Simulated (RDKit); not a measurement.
Input for RDKit: UFF on BGeH5O (SMILES O[BH][GeH3]), a point of a torsion scan.

```python
from rdkit import Chem
from rdkit.Chem import AllChem, rdDetermineBonds

blocks = [
'''8

O     1.62245252    0.80730842    0.41770474
B     0.83330321   -0.21367423    0.12808320
Ge    1.52686321   -2.09149286   -0.23981409
H     2.51548839    0.81950696    0.06737649
H    -0.30226355   -0.03711191    0.37416371
H     1.34920485   -2.99570644    0.94047506
H     3.00640073   -2.19999128   -0.50425408
H     0.93367246   -2.90978524   -1.34506497
''',
]
mol = None
for b in blocks:
    f = Chem.MolFromXYZBlock(b)
    rdDetermineBonds.DetermineBonds(f, charge=0)
    mol = f if mol is None else Chem.CombineMols(mol, f)
Chem.SanitizeMol(mol)
print(Chem.MolToSmiles(Chem.RemoveHs(mol)))
ff = AllChem.UFFGetMoleculeForceField(mol, vdwThresh=100.0, ignoreInterfragInteractions=False)
e = ff.CalcEnergy()
print(f'UFF energy {e:.6f} kcal/mol')
```

Output:

```
O[BH][GeH3]
UFF energy 25.381298 kcal/mol
```

The run finished.

Cost: around 0.010 core-seconds (rough).
